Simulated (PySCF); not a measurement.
## Which determinant of SnS⁺ lies lowest?

Unrestricted PBE0; Sn cc-pVDZ-PP with ECP28, S cc-pV(D+d)Z; scalar-relativistic core potentials (PySCF 2.14). Outer shells of the fragments: Sn+ 4d10 5s2 5p1; S 3s2 3p4.

Followed along the bond (rough minima from three points):

```
2Ms+1  unpaired  ⟨S²⟩ at the start  R at minimum (Å)  Te (eV)
    2       π ↑               0.76              2.40     0.00
    2       σ ↑               0.76              2.24     0.55
    4     π ↑↑↑               3.76  none in the scan   ≤ 2.21
```

Solutions found at the starting distance of 2.435 Å, counted from the lowest of them; the search is not exhaustive and high or unbound solutions are not listed, so other states can lie among these:

| 2Ms+1 | unpaired | term | E (eV) | ⟨S²⟩ | ⟨Lz²⟩ | μ (D) |
| --- | --- | --- | --- | --- | --- | --- |
| 2 | π ↑ | ²Π | 0.00 | 0.76 | 1.02 | -1.64 |
| 2 | σ ↑ | ²Σ⁺ | 0.81 | 0.76 | 0.00 | -2.76 |
| 4 | π ↑↑↑ | ⁴Π | 2.67 | 3.76 | 1.00 | 2.78 |
| 4 | σ ↑, π ↑↑ | mixed | 2.69 | 3.76 | 2.01 | 0.26 |
| 4 | σ ↑, π ↑↑ | mixed | 2.91 | 3.76 | 2.01 | 0.13 |
| 2 | π ↑↑↓ | mixed | 3.13 | 1.76 | 3.02 | 2.77 |
| 2 | σ ↓, π ↑↑ | mixed | 3.22 | 1.77 | 2.01 | 0.43 |
| 2 | σ ↓, π ↑↑ | mixed | 3.45 | 1.77 | 2.01 | 0.30 |
| 4 | σ ↑, π ↑↑ | ⁴Σ⁻ | 5.18 | 3.75 | 0.00 | 2.61 |
| 4 | σ ↑↑, π ↑ | ⁴Π | 5.20 | 3.75 | 1.02 | 0.52 |
| 2 | σ ↓, π ↑↑ | mixed | 5.50 | 1.76 | 0.00 | 2.55 |

A term symbol is given only where ⟨S²⟩ and ⟨Lz²⟩ are close to those of a pure state; real π, δ and φ orbitals otherwise mix terms. A positive dipole points towards S; it is taken about the centre of mass and depends on that origin.

Task: Compare the gap between the two lowest followed solutions at the starting distance with the gap between their minima.

Result: At PBE0 the second solution (doublet, unpaired electrons σ ↑) lies +0.81 eV from the first (doublet, unpaired electrons π ↑) at 2.435 Å and +0.55 eV at the minima; the two curves relax by different amounts, since their minima lie near 2.24 and 2.40 Å.

Spin–orbit coupling is left out. Counting both spins, an empty level lies below a filled one in some of these solutions, because spin and occupation are held.
